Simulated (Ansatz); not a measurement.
Ideal-gas functions of ClF2ITi, SMILES `[F][Ti]([F])([Cl])[I]` at 400 K and 1 bar, from an Ansatz frequency run at PBE0-D4/def2-TZVP.

Molar mass 248.22 g/mol, point group Cs (symmetry number 1), electronic degeneracy 1, moments of inertia 227.213, 637.032, 711.943 u Å². Harmonic wavenumbers (cm⁻¹, unscaled): 96, 133, 155, 159, 196, 316, 490, 769, 806.

Use S(trans) = R[1.5 ln M + 2.5 ln T − 1.1517]; rotational temperatures θ = 24.2544 K / I; S(rot) = R[ln(√π/σ · √(T³/θAθBθC)) + 1.5]; for each mode x = 1.438777 ν̃/T, S = R[x/(eˣ − 1) − ln(1 − e⁻ˣ)] and H = RT x/(eˣ − 1); 1 cm⁻¹ = 0.0119627 kJ/mol; R = 8.31446 J/(mol·K).

Problem. By hand: the entropy, in J/(mol·K).

Solution. Translation 183.7. Rotation: θ = 0.1067, 0.0381, 0.0341 K, giving 128.9. Vibration, mode by mode: 17.20, 14.52, 13.28, 13.07, 11.39, 7.68, 4.60, 2.08, 1.88, in all 85.7. Electronic 0.0. Sum 398.3 J/(mol·K).

Problem. By hand: H − E and G − E in kJ/mol, counted from the electronic energy.

Solution. Zero-point energy ½ × 3120 × 0.0119627 = 18.7; thermal vibration 16.8; translation, rotation and pV give 4 RT = 13.3. H − E = 48.8 kJ/mol, and G − E = 48.8 − 400 × 398.3/1000 = -110.5 kJ/mol.

Vibration gives 22 % of the entropy, 31.7 J/(mol·K) of it from the modes under 150 cm⁻¹: soft modes count most, and the harmonic formula is weakest for them.
